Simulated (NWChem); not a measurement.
System meant: CdHI; SMILES [CdH][I]

Input file for NWChem:

```
start job
memory heap 200 mb stack 900 mb global 1100 mb
geometry units angstroms noautoz
  Cd     0.016935     1.320192     0.000000
  H      0.040676     2.984379     0.000000
  I     -0.007364    -1.282833     0.000000
end
basis spherical
  Cd library def2-svp
  H library def2-svp
  I library def2-svp
end
ecp
  Cd library def2-ecp
  I library def2-ecp
end
dft
  xc xpbe96 cpbe96
  iterations 4
  mulliken
end
task dft energy
```

End of the output:

```
    Atom       Charge   Shell Charges
 -----------   ------   -------------------------------------------------------
    1 Cd  20    19.82   0.01  1.04  0.93  0.68  0.40  5.65  0.68  0.43  8.59  1.41  0.00
    2 H    1     1.12   0.59  0.50  0.03
    3 I   25    25.06   1.25  0.73  1.06  0.77  2.77  3.18  2.50  2.76  9.47  0.55

 center of mass
 --------------
 x =  -0.00008480 y =  -0.04321797 z =   0.00000000

 moments of inertia (a.u.)
 ------------------
        1485.581023973525          -0.000000000000           0.000000000000
          -0.000000000000           0.000235951759           0.000000000000
           0.000000000000           0.000000000000        1485.581259925284

     Multipole analysis of the density
     ---------------------------------

     L   x y z        total         alpha         beta         nuclear
     -   - - -        -----         -----         ----         -------
     0   0 0 0     -0.000000    -23.000000    -23.000000     46.000000

     1   1 0 0     -0.003094     -0.005914     -0.005914      0.008734
     1   0 1 0      0.614762      2.144757      2.144757     -3.674751
     1   0 0 1      0.000000      0.000000      0.000000      0.000000

     2   2 0 0    -35.934069    -17.967148    -17.967148      0.000227
     2   1 1 0     -0.017775     -0.044025     -0.044025      0.070276
     2   1 0 1      0.000000      0.000000      0.000000      0.000000
     2   0 2 0    -37.882915   -170.425623   -170.425623    302.968330
     2   0 1 1      0.000000      0.000000      0.000000      0.000000
     2   0 0 2    -35.934048    -17.967024    -17.967024      0.000000

 ------------------------------------------------------------------------
 dft energy failed                                                                                  0
 ------------------------------------------------------------------------
 ------------------------------------------------------------------------
  current input line :
    22: task dft energy
 ------------------------------------------------------------------------
 ------------------------------------------------------------------------
 This type of error is most commonly associated with calculations not reaching convergence criteria
 ------------------------------------------------------------------------
 For more information see the NWChem manual at https://nwchemgit.github.io

0:dft energy failed:Received an Error in Communication
```

Problem. What is wrong, and how is it mended?

Solution. The run did not converge; its last values are not results. Cause: the SCF was allowed too few iterations. This input runs:
```
start job
memory heap 200 mb stack 900 mb global 1100 mb
geometry units angstroms noautoz
  Cd     0.016935     1.320192     0.000000
  H      0.040676     2.984379     0.000000
  I     -0.007364    -1.282833     0.000000
end
basis spherical
  * library def2-svp
end
ecp
  Cd library def2-ecp
  I library def2-ecp
end
dft
  xc xpbe96 cpbe96
  iterations 150
  mulliken
end
task dft energy
```
It converges to -466.05294 Ha (PBE/def2-SVP with def2 effective core potentials on Cd, I).
